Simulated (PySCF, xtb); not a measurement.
HfO2, SMILES [O]=[Hf]=[O] (connectivity only; charge and spin as stated), charge +1, multiplicity 2.

Harmonic wavenumbers (cm⁻¹) from GFN2-xTB in xtb 6.7.1 at its own minimum, in rising order: 140, 584, 588.

What does B3LYP-D3(BJ)/def2-TZVP (PySCF 2.14.0) give at its own minimum? (Estimate from the structure and the level; the computed values follow.)

197, 237, 880. Paired by order, the mean absolute difference is 232 cm⁻¹ and the zero-point energies are 1.9 and 1.9 kcal/mol.
